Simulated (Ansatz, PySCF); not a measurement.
Gas-phase reaction in SMILES: C[CH]C[CH2][GeH3] -> CCC[CH2][GeH2]
Each molecule is optimised on its own at B3LYP-D3(BJ)/def2-TZVP (Ansatz, a program for electronic structure), one conformer each, not searched for the lowest. Frequencies are from PySCF.

Wanted: isomerisation energy (0 K, with B3LYP-D3(BJ) harmonic zero-point energies), in eV. Valence correlation only, unless marked. UHF or UKS for open shells. No spin-orbit coupling. The frozen core is the preceding noble-gas configuration, with the filled d and f shells of earlier blocks. No relativistic terms. CBS(X,Y): correlation extrapolated as X^-3; Hartree-Fock from the larger set. The bracket is a focal-point correction in the basis named.

```json
[
 {"level": "r2SCAN/def2-TZVPD", "program": "Ansatz", "isomerisation energy (eV)": "-0.41", "minus last row": "0.18"},
 {"level": "B3LYP-D3(BJ)/def2-TZVPD", "program": "Ansatz + dftd3", "isomerisation energy (eV)": "-0.48", "minus last row": "0.11"},
 {"level": "PBE0/6-31G*", "program": "Ansatz", "isomerisation energy (eV)": "-0.58", "minus last row": "0.01"},
 {"level": "wB97X-V/def2-TZVPD", "program": "Ansatz", "isomerisation energy (eV)": "-0.46", "minus last row": "0.13"},
 {"level": "MP2/cc-pVDZ", "program": "Ansatz", "isomerisation energy (eV)": "-0.69", "minus last row": "-0.10"},
 {"level": "CCSD(T)/STO-3G", "program": "Ansatz", "isomerisation energy (eV)": "-0.19", "minus last row": "0.40"},
 {"level": "RI-MP2/CBS(cc-pVTZ,cc-pVQZ)+[CCSD(T)-MP2]/cc-pVTZ", "program": "Ansatz", "isomerisation energy (eV)": "-0.59", "minus last row": "0.00"}
]
```
